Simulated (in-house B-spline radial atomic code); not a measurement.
## Sc III (Sc2+): [Ar] 3d1

Method: non-relativistic BP86, spin-polarised, spherical fractional occupations, point nucleus. Calculated with a radial B-spline atomic code at the basis-set limit.

Effective charges: Z_r = [3n² - l(l+1)]/(2<r>) from the radius, Z_e = n√(-2ε) from the energy, and Slater's rules. Values are occupation-weighted means over spin.

```tsv
shell	electrons	ε (eV)	<r> (bohr)	Z_r	Z_e	Slater
1s	2	-4388.3	0.07358	20.39	17.96	20.70
2s	2	-485.16	0.346	17.34	11.94	16.85
2p	6	-403.33	0.3085	16.21	10.89	16.85
3s	2	-69.733	1.08	12.50	6.79	9.75
3p	6	-48.887	1.165	10.73	5.69	9.75
3d	1	-18.435	1.542	6.81	3.49	3.00
```

The least bound orbital is 3d up at -18.44 eV, and it is also the most diffuse (<r> = 1.542 bohr).
